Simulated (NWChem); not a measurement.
System: H2SeSO; SMILES O[Se]S

Input file for NWChem:

```
start job
memory heap 200 mb stack 900 mb global 1100 mb
geometry units angstroms noautoz
  Se     0.400491     0.474653    -0.000931
  O     -1.155451     1.384370    -0.065730
  H     -1.471357     1.464037     0.844711
  S     -0.220442    -1.620548     0.058438
  H     -0.371007    -1.824328    -1.273450
end
basis spherical
  * library def2-svpd
end
dft
  xc xpbe96 cpbe96
  iterations 150
end
tddft
  cis
  nroots 6
  notriplet
end
task tddft energy
```

Parts of the log:

```
             Northwest Computational Chemistry Package (NWChem) 7.3.0
             --------------------------------------------------------

 C1  symmetry detected

                             Geometry "geometry" -> ""
                             -------------------------

 Output coordinates in angstroms (scale by  1.889725989 to convert to a.u.)

  No.       Tag          Charge          X              Y              Z
 ---- ---------------- ---------- -------------- -------------- --------------
    1 Se                  34.0000     0.42119095     0.45548684     0.00338157
    2 O                    8.0000    -1.12650550     1.37953410    -0.05587880
    3 H                    1.0000    -1.44224533     1.45562907     0.85492533
    4 S                   16.0000    -0.21850817    -1.63443485     0.04767659
    5 H                    1.0000    -0.37007245    -1.82749669    -1.28569400

 Effective nuclear repulsion energy (a.u.)     261.8927262445

  pbe96 is a nonlocal functional; adding pw91lda local functional.

                                 NWChem DFT Module
                                 -----------------

 Summary of "ao basis" -> "ao basis" (spherical)
 ------------------------------------------------------------------------------
       Tag                 Description            Shells   Functions and Types
 ---------------- ------------------------------  ------  ---------------------
 Se                        def2-svpd                15       41   6s5p4d
 O                         def2-svpd                 9       23   4s3p2d
 H                         def2-svpd                 4        8   2s2p
 S                         def2-svpd                11       27   5s4p2d

            General Information
            -------------------
          SCF calculation type: DFT
          Wavefunction type:  closed shell.
          No. of atoms     :     5
          No. of electrons :    60
           Alpha electrons :    30
            Beta electrons :    30
          Charge           :     0
          Spin multiplicity:     1
          Use of symmetry is: off; symmetry adaption is: off
          Maximum number of iterations: 150
          AO basis - number of functions:   107
                     number of shells:    43
          Convergence on energy requested:  1.00D-06
          Convergence on density requested:  1.00D-05
          Convergence on gradient requested:  5.00D-04

              XC Information
              --------------
          PerdewBurkeErnzerhof Exchange Functional  1.000
            Perdew 1991 LDA Correlation Functional  1.000 local
           PerdewBurkeErnz. Correlation Functional  1.000 non-local

             Grid Information
             ----------------
          Grid used for XC integration:  medium
          Radial quadrature: Mura-Knowles
          Angular quadrature: Lebedev.
          Tag              B.-S. Rad. Rad. Pts. Rad. Cut. Ang. Pts.
          ---              ---------- --------- --------- ---------
          Se                  1.15      112          12.0       590
          O                   0.60       49          12.0       434
          H                   0.35       45          12.0       434
          S                   1.00       88          12.0       590
          Grid pruning is: on
          Number of quadrature shells:   339
          Spatial weights used:  Erf1

      Superposition of Atomic Density Guess
      -------------------------------------

 Sum of atomic energies:       -2872.55839212

      Non-variational initial energy
      ------------------------------

 Total energy =   -2873.147752
 1-e energy   =   -4518.492593
 2-e energy   =    1383.452116
 HOMO         =      -0.240906
 LUMO         =      -0.030234

[...]

                                NWChem TDDFT Module
                                -------------------

            General Information
            -------------------
           No. of orbitals :     214
            Alpha orbitals :     107
             Beta orbitals :     107
        Alpha frozen cores :       0
         Beta frozen cores :       0
     Alpha frozen virtuals :       0
      Beta frozen virtuals :       0
         Spin multiplicity :       1
    Number of AO functions :     107
        Use of symmetry is : off
      Symmetry adaption is : off
         Schwarz screening :  0.10D-07

              XC Information
              --------------
   PerdewBurkeErnzerhof Exchange Functional   1.00
     Perdew 1991 LDA Correlation Functional   1.00 local
    PerdewBurkeErnz. Correlation Functional   1.00 non-local

             TDDFT Information
             -----------------
          Calculation type : Tamm-Dancoff TDDFT
         Wavefunction type : Restricted singlets
          No. of electrons :      60
           Alpha electrons :      30
            Beta electrons :      30
              No. of roots :       6
          Max subspacesize :    5200
            Max iterations :     100
               Target root :       1
           Target symmetry : none
      Symmetry restriction : off
                 Algorithm : Optimal
        Davidson threshold :  0.10D-03

    6 smallest eigenvalue differences (eV)
--------------------------------------------------------
  No. Spin  Occ  Vir  Irrep   E(Occ)    E(Vir)   E(Diff)
--------------------------------------------------------
    1    1   30   31 a        -0.213    -0.082     3.569
    2    1   30   32 a        -0.213    -0.077     3.699
    3    1   29   31 a        -0.251    -0.082     4.602
    4    1   29   32 a        -0.251    -0.077     4.732
    5    1   30   33 a        -0.213    -0.031     4.967
    6    1   28   31 a        -0.277    -0.082     5.313
--------------------------------------------------------

  Entering Davidson iterations
  Restricted singlet excited states

  Iter   NTrls   NConv    DeltaV     DeltaE      Time
  ----  ------  ------  ---------  ---------  ---------
    1      6       0     0.18E+00   0.10+100        9.8
    2     12       0     0.83E-01   0.63E-01        7.4
    3     18       0     0.67E-01   0.22E-02        7.4
    4     24       0     0.12E-01   0.36E-02        7.3
    5     30       4     0.18E-02   0.28E-03        7.2
    6     32       5     0.16E-03   0.30E-05        6.2
    7     33       6     0.38E-04   0.25E-07        5.8
  ----  ------  ------  ---------  ---------  ---------
  Convergence criterion met

  Ground state a       -2875.098160087809 a.u.

  ----------------------------------------------------------------------------
  Root   1 singlet a              0.144881460 a.u.                3.9424 eV
  ----------------------------------------------------------------------------
     Transition Moments    X -0.04795   Y -0.07999   Z  0.18586
     Dipole Oscillator Strength                    0.0041766227
     Electric Quadrupole                           0.0000000030
     Magnetic Dipole                               0.0000002447
     Total Oscillator Strength                     0.0041768704

     Occ.   30  a   ---  Virt.   31  a       -0.67962
     Occ.   30  a   ---  Virt.   32  a       -0.72813
  ----------------------------------------------------------------------------
  Root   2 singlet a              0.150184877 a.u.                4.0867 eV
  ----------------------------------------------------------------------------
     Transition Moments    X  0.06939   Y -0.02655   Z -0.02941
     Dipole Oscillator Strength                    0.0006393165
     Electric Quadrupole                           0.0000000108
     Magnetic Dipole                               0.0000013358
     Total Oscillator Strength                     0.0006406631

     Occ.   30  a   ---  Virt.   31  a       -0.72271
     Occ.   30  a   ---  Virt.   32  a        0.67953
  ----------------------------------------------------------------------------
  Root   3 singlet a              0.182204009 a.u.                4.9580 eV
  ----------------------------------------------------------------------------
     Transition Moments    X -0.16985   Y -0.06194   Z -0.02069
     Dipole Oscillator Strength                    0.0040223407
     Electric Quadrupole                           0.0000000148
     Magnetic Dipole                               0.0000000944
     Total Oscillator Strength                     0.0040224499

     Occ.   28  a   ---  Virt.   31  a        0.08332
     Occ.   29  a   ---  Virt.   31  a       -0.70562
     Occ.   29  a   ---  Virt.   32  a       -0.67568
     Occ.   30  a   ---  Virt.   33  a        0.16866
  ----------------------------------------------------------------------------
  Root   4 singlet a              0.185387113 a.u.                5.0446 eV
  ----------------------------------------------------------------------------
     Transition Moments    X  0.10677   Y -0.03324   Z -0.16154
     Dipole Oscillator Strength                    0.0047705442
     Electric Quadrupole                           0.0000000772
     Magnetic Dipole                               0.0000008488
     Total Oscillator Strength                     0.0047714702

[...]
```

Level: PBE/def2-SVPD, TDA. Structure relaxed at the PBE0/def2-SVP level.
